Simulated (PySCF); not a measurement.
Molecule: SMILES CS[SiH2]B(O)O, singlet. Atoms near the plane z = 1.5 Å, at the GFN2-xTB optimised geometry (x, y, z in Å): C1 (2.6, -1.4, 0.0), S2 (0.8, -1.4, 0.0), Si3 (0.4, 0.8, 0.0), B4 (-1.6, 1.0, 0.0), O5 (-2.0, 2.3, 0.0), O6 (-2.5, 0.0, 0.0), H7 (2.9, -0.9, 0.9), H9 (2.9, -2.4, 0.0), H10 (1.1, 1.3, 1.2), H12 (-2.9, 2.4, 0.0), H13 (-2.2, -0.9, 0.0).

Method: PySCF with PBE0/def2-TZVP. The values are rescaled to run from 0 to 1.

```
|::::::::::......:::::::::::::::|
|:::::::::........::::::::::::::|
|::::::::..........:::::::::::::|
|:---::::..........:::::::::::::|
|-----:::..........:::::::::::::|
|------::..  .......::::::::::::|
|-------:.   .....:..:::::::::::|
|-------:..  ...::::::::::::::::|
|-------:.....::::::::::::::::::|
|-------:::::::----++-::::::::::|
|::-----:--------=#@@#-:::::::::|
|:::::::--=++===++@@@@=:::::::::|
|::::::::-=+++++**@@@%-:::::::::|
|:::....:-=++++***#%#=-:::::::::|
|::......:-===++**+=--:------:::|
|:....  .::--=====--::--===---::|
|:.......::------:::::-=#%*=--::|
|::.....::----::.....:-+@@@+--::|
|:::::::-----::.. ...:-+@@@+--::|
|::::::------:..   ..:-=*#*=--::|
|::::::-----::.    ..::-===--:::|
|::::::-----::.     ..::----::::|
|::::::----::..     ..::::::::::|
|:::::::-::::..     ..::::::::::|
|::::::::::::...   ...::::::::::|
|::::::::::::........:::::::::::|
|::::::::::::........:::::::::::|
|:::::::::::::......::::::::::::|
|::::::::::::::....:::::::::::::|
|:::::::::::::::::::::::::::::::|
|:::::::::::::::::::::::::::::::|
```
Scale: ten equal steps from 0.000 (start of ' ') to 1.00 (end of '@'), in the order ' .:-=+*#%@'; x runs from -5.00 to 5.00, y from -5.00 (bottom) to 5.00 (top).

### Question
Which quantity is mapped?
A. electrostatic potential
B. electron localisation function
C. log10 of the electron density
D. deformation density (molecule minus spherical neutral atoms)

### Answer
A, electrostatic potential. In full: electrostatic potential (hartree/e), clipped to [-0.08, 0.12].
